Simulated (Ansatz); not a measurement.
A nudged elastic band was laid between two geometries of C$_{2}$H$_{11}$GeNSi (16 atoms, charge 0, multiplicity 1).

Method: RKS B3LYP/def2-SVP in Ansatz 0.2.0.

* movable images: 5
* climbing image: yes
* spring: 5.0 eV/Å²
* optimiser: quadratic models (default)
* start path: IDPP
* force threshold: 0.03 eV/Å
* iteration limit: 58
* end points: relaxed

First end point:

```xyz
16
Properties=species:S:1:pos:R:3
C -1.477 1.378 1.389
Ge 0.326 1.473 0.569
Si 0.750 -0.380 -0.904
C 1.150 -1.943 0.095
N -0.626 -0.493 -1.975
H -2.254 1.377 0.610
H -1.583 0.466 1.995
H -1.642 2.249 2.041
H 0.435 2.814 -0.199
H 1.372 1.526 1.714
H 1.930 -0.086 -1.776
H 2.056 -1.793 0.707
H 0.325 -2.214 0.774
H 1.332 -2.801 -0.575
H -0.555 -1.037 -2.830
H -1.564 -0.559 -1.591
```

Last end point:

```xyz
16
Properties=species:S:1:pos:R:3
C -1.328 1.100 1.707
Ge 0.300 1.471 0.644
Si 0.759 -0.289 -0.925
C 0.898 -1.978 -0.093
N -0.610 -0.335 -2.014
H -2.178 0.912 1.034
H -1.180 0.211 2.339
H -1.570 1.955 2.356
H 0.092 2.812 -0.111
H 1.494 1.690 1.609
H 2.082 -0.004 -1.584
H 1.748 -2.000 0.608
H -0.020 -2.226 0.462
H 1.067 -2.770 -0.843
H -0.675 -1.100 -2.683
H -0.903 0.530 -2.462
```

Problem. What changes between the two ends?

Solution. No bond is made or broken. The height of N5 over the plane of its neighbours goes from 0.22 to -0.26 Å.

Problem. What energy profile does the band end with?

Solution. The run converged. The highest image is number 3 of 0 to 6, 0.020 eV above the first end and 0.048 eV above the last; the last end lies 0.028 eV below the first. A vibrational analysis at the climbing image gives one clearly imaginary mode, 266i cm⁻¹: a first-order saddle point.

| image | path coordinate (Å) | energy (eV) | height of N5 over the plane of its neighbours (Å) |
| --- | --- | --- | --- |
| 0 | 0.00 | 0.000 | 0.22 |
| 1 | 0.32 | 0.001 | 0.22 |
| 2 | 0.65 | 0.006 | 0.18 |
| 3 | 0.97 | 0.020 | -0.01 |
| 4 | 1.43 | -0.009 | -0.23 |
| 5 | 1.89 | -0.026 | -0.26 |
| 6 | 2.35 | -0.028 | -0.26 |

Problem. What is the geometry of the highest image?

Solution. 
```xyz
16
Properties=species:S:1:pos:R:3:forces:R:3
C -1.428 1.217 1.549 0.00 0.00 0.00
Ge 0.292 1.456 0.593 0.00 0.00 0.00
Si 0.760 -0.342 -0.933 0.01 0.00 0.01
C 1.087 -1.951 0.011 0.00 0.00 0.00
N -0.585 -0.451 -2.026 0.01 -0.01 0.00
H -2.265 1.164 0.837 0.00 0.00 0.00
H -1.415 0.288 2.139 0.00 0.00 0.00
H -1.605 2.062 2.231 0.00 0.00 0.00
H 0.247 2.816 -0.151 0.00 0.00 0.00
H 1.422 1.563 1.650 0.00 0.00 0.00
H 2.019 -0.025 -1.685 0.00 0.00 0.00
H 1.978 -1.854 0.654 0.00 0.00 0.00
H 0.230 -2.231 0.644 0.00 0.00 0.00
H 1.271 -2.781 -0.692 0.00 0.00 0.00
H -0.580 -1.012 -2.870 -0.01 0.01 0.00
H -1.451 0.059 -1.907 0.00 0.00 -0.01
```

Problem. What are the harmonic wavenumbers there?

Solution. 266i, 28, 90, 109, 125, 152, 172, 196, 271, 341, 386, 573, 589, 620, 658, 688, 723, 760, 824, 848, 865, 878, 895, 932, 1253, 1265, 1431, 1434, 1440, 1443, 1535, 2085, 2088, 2164, 3019, 3039, 3106, 3117, 3135, 3139, 3591, 3692 cm⁻¹.

The band took 7 iterations and of the order of 5 core-minutes.

The run took 2.8 min on 2 threads of Intel(R) Xeon(R) Platinum 8488C (Sapphire Rapids), on a shared host, peak memory 0.48 GiB.
